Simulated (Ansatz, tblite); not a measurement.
Isomers of Si$_{2}$Se$_{2}$⁺ (doublet), found by a short tight-binding search and relaxed with PBE-D4/def2-SVP in Ansatz.

The xTB rows come from tblite. HSE06 is defined as in plane-wave codes, on full-range PBE exchange. Correlated methods freeze 28 core orbitals; core or outer-core shells of Se are correlated, in sets that lack core-valence functions. In CCSD on the charge 1 doublet the largest single amplitude is 0.19, so its Hartree–Fock determinant may place the open shell otherwise than the density functionals do.

Other spin states were run for one of them alone.

A:

```xyz
4

Si   -0.4274   -0.6246    1.1914
Si    0.4771    0.5118   -1.2256
Se    1.5564    0.5030    0.8188
Se   -1.6062   -0.3902   -0.7846
```

B:

Cartesian coordinates in Å:
```
Si -0.0856 0.4355 -0.3393
Si 1.5978 0.0591 1.2986
Se -0.0547 -1.5097 0.8824
Se -1.4575 1.0151 -1.8417
```

Estimate their order by electronic energy at CCSD(T)/def2-TZVP, counted from the lowest.

A (0.0) < B (19.1), in kcal/mol.

Do the other levels pick the same lowest one?

Not GFN2-xTB. Energies above each level's lowest (kcal/mol):

```tsv
level	A	B
GFN1-xTB	0.0	3.7
GFN2-xTB	1.2	0.0
HF/def2-TZVP	0.0	14.3
LDA (SPW92)/def2-TZVP	0.0	20.0
PBE-D4/def2-TZVP	0.0	18.1
r2SCAN-D4/def2-TZVP	0.0	17.6
PBE0-D4/def2-TZVP	0.0	19.9
HSE06-D4/def2-TZVP	0.0	19.8
MP2/def2-TZVP	0.0	25.2
CCSD/def2-TZVP	0.0	18.5
CCSD(T)/def2-TZVP	0.0	19.1
```
Point groups (tolerance 0.1 Å): A not assigned, B Cs. Lower isomers may exist.
